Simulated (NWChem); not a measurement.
System: C$_{4}$H$_{2}$F$_{2}$O; SMILES c1cc(c(o1)F)F

All runs: NWChem. Pople sets run with spherical d functions. Structure relaxed at the PBE0/def2-SVP level. Total energies compare along this basis series because the functional is fixed.

```tsv
level	basis functions	energy (Ha)	highest occupied level (eV)	orbital gap (eV)	dipole (D)
TPSS/STO-3G	37	-422.7788	-2.36	4.97	0.28
TPSS/3-21G	67	-426.1776	-5.36	5.01	1.75
TPSS/6-31G*	102	-428.5182	-5.18	4.89	1.69
TPSS/6-31+G*	130	-428.5425	___	4.83	___
TPSS/6-311G**	138	-428.6433	-5.48	4.85	1.86
```

### Question
Some entries are withheld; supply them.

### Answer

- TPSS/6-31+G*, highest occupied level (eV): -5.63
- TPSS/6-31+G*, dipole (D): 2.07
